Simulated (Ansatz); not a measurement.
`C[NH][Al]([F])[Br]` + NH₃ → `[NH2][Al]([F])[Br]` + CH₃NH₂ at 500 K and 1 bar (ligand exchange at the Al–N bond).

Computed with Ansatz on PBE0-D4/def2-TZVP structures; ΔE is electronic, products minus reactants. CCSD(T)/CBS adds triple-zeta CCSD(T) − MP2 to the extrapolated MP2 energy (def2 sets, frozen cores). This one scheme is used for every species. For Br outer-core shells are correlated without core-valence functions, which leaves a few kJ/mol of doubt a bond. Scalar relativity is left out up to krypton. Each species was taken in one conformer, which may not be the lowest.

```csv
species,CCSD(T)/CBS energy (Eh),H − E (kJ/mol),S (J/(mol·K))
`C[NH][Al]([F])[Br]`,-3010.47210,198.3,422.7
NH₃,-56.50880,108.2,211.8
`[NH2][Al]([F])[Br]`,-2971.22802,114.2,375.8
CH₃NH₂,-95.75281,191.8,270.3
```

H − E and S are ideal-gas, rigid-rotor, harmonic terms from PBE0-D4/def2-TZVP, for one conformer and one mirror image of each species. 1 Eh = 2625.50 kJ/mol, R = 8.31446 J/(mol·K).

Q: By hand: ΔE, ΔH, ΔS and ΔG.

A: ΔE = (-2971.22802) + (-95.75281) − (-3010.47210) − (-56.50880) = 0.00007 Eh = 0.2 kJ/mol. Δ(H − E) = 114.2 + 191.8 − 198.3 − 108.2 = -0.5, so ΔH = -0.3 kJ/mol. ΔS = 375.8 + 270.3 − 422.7 − 211.8 = 11.6 J/(mol·K). ΔG = -0.3 − 500 × (11.6)/1000 = -6.1 kJ/mol.

Q: By hand: the equilibrium constant, and the temperature at which ΔG would vanish if ΔH and ΔS stayed fixed.

A: log₁₀ K = −ΔG/(RT ln 10) = 0.6. ΔH and −TΔS have one sign here, so there is no such temperature.

TΔS isn't small against ΔH here. A doubt of 5 kJ/mol in ΔE shifts log₁₀ K by 0.5 here. Other conformers and mirror images would add mixing entropy, several J/(mol·K) or more a flexible species. These are equilibria of isolated gas molecules and say nothing of rates. Largest T1 diagnostic: 0.010 (customary marks: 0.02 for closed shells, 0.045 for open ones).

ΔS is within the doubt of such terms, so its sign, and with it that verdict, could turn.
